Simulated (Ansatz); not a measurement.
Mulliken charges of CH4As (`C[AsH]`) radical from ωB97M-V/def2-TZVPP in Ansatz (PBE0-D4/def2-TZVP geometry).

```tsv
atom	x (Å)	y (Å)	z (Å)	charge (e)
C1	0.022	-0.363	-0.429	-0.444
As2	0.319	0.121	1.454	0.027
H3	-1.034	-0.264	-0.685	0.140
H4	0.333	-1.396	-0.585	0.137
H5	0.602	0.289	-1.085	0.140
H6	-0.200	1.550	1.284	0.001
```

By hand: the dipole of these point charges (1 e Å = 4.8032 D).

Σ q r = (-0.016, -0.022, -0.097) e Å, of length 0.101 e Å = 0.49 D.

How does the dipole of the full density compare? (An estimate is asked.)

The calculation gave: (-0.042, -0.016, -0.195) e Å, 0.96 D; the point charges give 0.51 times that, at 8° from its direction.

Point charges leave out the atoms' own dipoles, such as those of lone pairs, and Mulliken's split depends on the basis, so the two needn't agree.
